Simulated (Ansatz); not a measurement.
Cost and result for the atomization energy of C2H10B2Si (`BC(C)B[SiH3]`) (15 atoms, 14 bonds).

```xyz
15

B     0.3876    0.9115   -1.2882
C     0.5260   -0.3431   -0.3781
C     1.8770   -1.0404   -0.3435
B    -0.1878    0.0289    0.9339
Si   -2.1575    0.4325    1.0681
H     1.3182    1.2765   -1.9488
H    -0.6577    1.4868   -1.3870
H    -0.2323   -0.8882   -0.9943
H     1.8076   -2.0363    0.1001
H     2.5808   -0.4655    0.2624
H     2.3090   -1.1461   -1.3416
H     0.4781    0.1406    1.9286
H    -2.9129    0.1394   -0.1837
H    -2.7692   -0.3682    2.1686
H    -2.3668    1.8714    1.4035
```

The species carries charge 0 and has multiplicity 1. The geometry is a stationary point of PBE0-D4/def2-TZVP. It is one conformer, not always the lowest. Program: Ansatz. All runs use 4 threads of an AMD EPYC 7R43 on a shared host. Times are those of one run each, without the atoms' runs, and a repeat can differ threefold. Electronic energies, without spin–orbit coupling; frozen cores. CCSD(T)/CBS adds CCSD(T) − MP2 in def2-TZVPP to the MP2 limit, and its time is that of the two runs behind it. T1 = 0.013. B3LYP takes the VWN-RPA correlation (the form of Gaussian; ORCA's B3LYP/G).

CCSD(T)/CBS is a level of theory with its own doubt, some kJ/mol a heavy atom from the limit and from the frozen cores, so smaller differences don't rank the functionals.

| level | functions | wall time | atomization (kJ/mol) | difference from CCSD(T)/CBS | per bond |
| --- | --- | --- | --- | --- | --- |
| PBE-D4/def2-TZVPP (with forces) | 306 | 3.3 s | 5334.1 | 66.6 | 4.8 |
| PBE0-D4/def2-TZVPP | 306 | 3.7 s | 5305.9 | 38.4 | 2.7 |
| r2SCAN-D4/def2-TZVPP (with forces) | 306 | 5.5 s | 5315.6 | 48.1 | 3.4 |
| B3LYP-D4/def2-TZVPP (with forces) | 306 | 7.5 s | 5306.4 | 38.9 | 2.8 |
| B2PLYP/def2-TZVPP | 306 | 7.5 s | 5238.5 | -29.0 | -2.1 |
| ωB97X-V/def2-TZVPP | 306 | 11 s | 5308.7 | 41.2 | 2.9 |
| ωB97M-V/def2-TZVPP (with forces) | 306 | 13 s | 5306.6 | 39.1 | 2.8 |
| MP2/def2-QZVPP | 598 | 31 s | 5249.0 | -18.5 | -1.3 |
| CCSD(T)/def2-TZVPP | 306 | 11 min | 5163.0 | -104.5 | -7.5 |
| CCSD(T)/CBS(def2) | – | 11 min | 5267.5 | 0.0 | 0.0 |

In def2-TZVPP, CCSD(T) changes the Hartree–Fock value by +1043.9 kJ/mol (the triples alone add +50.7 kJ/mol) and MP2 by +1068.3 kJ/mol; breaking electron pairs costs correlation energy, which Hartree–Fock lacks. From PBE to PBE0 (25 % exact exchange), in def2-TZVPP and without D4, the atomization energy moves by −23.7 kJ/mol: exact exchange takes away binding that semilocal exchange gives to molecules. The D4 term adds +47.6 kJ/mol with B3LYP and +25.2 kJ/mol with PBE0; it sums over pairs of atoms, weighted by their polarisabilities, and B3LYP, whose exchange is more repulsive, gets the larger term.
